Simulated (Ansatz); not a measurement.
Molecule: dibromo(fluoro)borane, sum formula BBr$_{2}$F, net charge 0, singlet state. 
Geometry from a B3LYP-D3(BJ)/def2-TZVP (Ansatz, a first-principles code) optimisation:
```xyz
4

B     -0.0026     0.6329    -0.0092
F     -0.0081     1.9437    -0.0282
Br    -1.6688    -0.3010     0.0771
Br     1.6712    -0.2892    -0.0685
```
Charge 0, spin multiplicity 1.

Quantity: atomisation energy (electronic, to ground-state atoms), in kcal/mol. Cores are frozen in the correlated levels unless marked. Open shells are spin-unrestricted. Spin-orbit coupling is left out. Frozen are the shells of the preceding noble gas and the d and f shells that filled before the atom's block. Non-relativistic. The coupled-cluster limit lacks core correlation, which all-electron functionals hold. CBS(X,Y): correlation extrapolated as X^-3; Hartree-Fock from the larger set (for Q and 5 zeta extrapolated as (X+1)exp(-9√X)).

| level | program | atomisation energy (kcal/mol) | minus last row |
|---|---|---|---|
| HF/cc-pV5Z | Ansatz | 252.0 | -85.8 |
| PBE0-D4/def2-TZVP | Ansatz + dftd4 | 344.4 | 6.6 |
| PBE0/def2-TZVPD | Ansatz | 341.9 | 4.1 |
| B2GP-PLYP/def2-TZVPD | Ansatz | 335.4 | -2.4 |
| MP2/6-31G* | Ansatz | 336.0 | -1.8 |
| MP2/cc-pVQZ | Ansatz | 353.1 | 15.3 |
| CCSD/aug-cc-pVTZ | Ansatz | 320.3 | -17.5 |
| CCSD(T)/aug-cc-pVDZ | Ansatz | 311.4 | -26.4 |
| CCSD(T)/cc-pVQZ | Ansatz | 333.3 | -4.5 |
| CCSD(T)/CBS(cc-pVQZ,cc-pV5Z) | Ansatz | 337.8 | 0.0 |
